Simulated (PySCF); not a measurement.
Run record: excited-state job, trifluoromethylgermane (`F[C](F)(F)[GeH3]`).

Computed with TDDFT CAM-B3LYP/def2-SVPD, vertical, gas phase, core orbitals frozen in the response (PySCF 2.14.0, density-fitted response routines). Geometry: GFN2-xTB. A driver script takes a list of jobs; this job's settings line and coordinates (Å) are shown.

Command:
```bash
OMP_NUM_THREADS=1 python probes_run.py task.json out
```

Input:
```
{"job": {"kind": "uv", "xc": "CAM-B3LYP", "basis": "def2-SVPD", "nstates": 8, "ntriplets": 3}, "charge": 0, "multiplicity": 1}
F      1.584630    -0.207192    -1.092241
C      0.963862    -0.051132     0.090321
F      1.482974     1.054121     0.653525
F      1.341484    -1.086711     0.860776
Ge    -1.020203     0.058223    -0.103913
H     -1.308226     1.232729    -0.970902
H     -1.461021    -1.218218    -0.728382
H     -1.574442     0.227591     1.266250
```

Task: Estimate the output.

Result: 
```
coarse grid: 35912 points
cycle   1  E = -2415.8226048111  dE =  2.615e-02  |g| = 9.252e-01  |ddm| = 2.954e+00
cycle   2  E = -2415.7583856459  dE =  6.422e-02  |g| = 1.175e+00  |ddm| = 1.431e+00
cycle   3  E = -2415.9684302738  dE = -2.100e-01  |g| = 6.439e-02  |ddm| = 7.930e-01
cycle   4  E = -2415.9689295735  dE = -4.993e-04  |g| = 2.892e-02  |ddm| = 8.353e-02
cycle   5  E = -2415.9690303450  dE = -1.008e-04  |g| = 4.308e-03  |ddm| = 2.444e-02
cycle   6  E = -2415.9690335675  dE = -3.223e-06  |g| = 1.222e-03  |ddm| = 7.775e-03
final grid: 75176 points
cycle   7  E = -2415.9690457548  dE = -1.946e-07  |g| = 1.036e-03  |ddm| = 2.661e-03
cycle   8  E = -2415.9690457974  dE = -4.259e-08  |g| = 9.849e-04  |ddm| = 1.682e-03
cycle   9  E = -2415.9690459317  dE = -1.343e-07  |g| = 6.568e-05  |ddm| = 7.669e-04
cycle  10  E = -2415.9690459324  dE = -6.762e-10  |g| = 1.311e-05  |ddm| = 7.150e-05
converged SCF energy = -2415.9690459324

Static polarisability (au): isotropic 45.829, principal 43.953 43.959 49.576

Singlet excitations
state   eV       nm        f      main configurations
  1   8.8293    140.4   0.00020   H->L 0.52, H->L+1 0.46
  2   9.1171    136.0   0.00004   H-1->L+1 0.72, H->L+2 0.21
  3   9.1193    136.0   0.00003   H-2->L+1 0.73, H->L+3 0.20
  4   9.3130    133.1   0.37392   H->L+1 0.49, H->L 0.45
  5   9.4332    131.4   0.00132   H->L+2 0.67, H-1->L+1 0.17
  6   9.4334    131.4   0.00190   H->L+3 0.67, H-2->L+1 0.17
  7   9.5867    129.3   0.17509   H-1->L 0.92
  8   9.5898    129.3   0.17542   H-2->L 0.92

Triplet excitations (Tamm-Dancoff, eV): 7.9029 8.5445 8.5490
```

The SCF starts on a coarse grid where the log names one; the energy can jump when the final grid takes over, and dE then counts from the start density on the new grid. H and L stand for HOMO and LUMO; the number after each pair is its weight.

Task: Give the mean polarisability as a volume in Å³, and the ratio of the largest to the smallest principal value.

Result: 45.829 au × 0.148185 = 6.79 Å³; 49.576/43.953 = 1.13.

Task: Which computed singlet has the largest oscillator strength, and what do all of them sum to?

Result: State 4 at 9.31 eV (133 nm), f = 0.374; the 8 states sum to 0.728.

Main results: HOMO -10.99 eV, LUMO 0.75 eV; lowest singlet 8.83 eV; lowest triplet 7.90 eV (Tamm–Dancoff); mean polarisability 45.8 au.

 Relativistic effects, spin–orbit coupling among them, are left out although an element past zinc is present.

Task: Estimate the wall time. Hardware: an Arm Neoverse N1 with one thread (shared host).

Result: About 32 s.
Labels such as C1 count atoms from 1, the log's own numbers from 0.
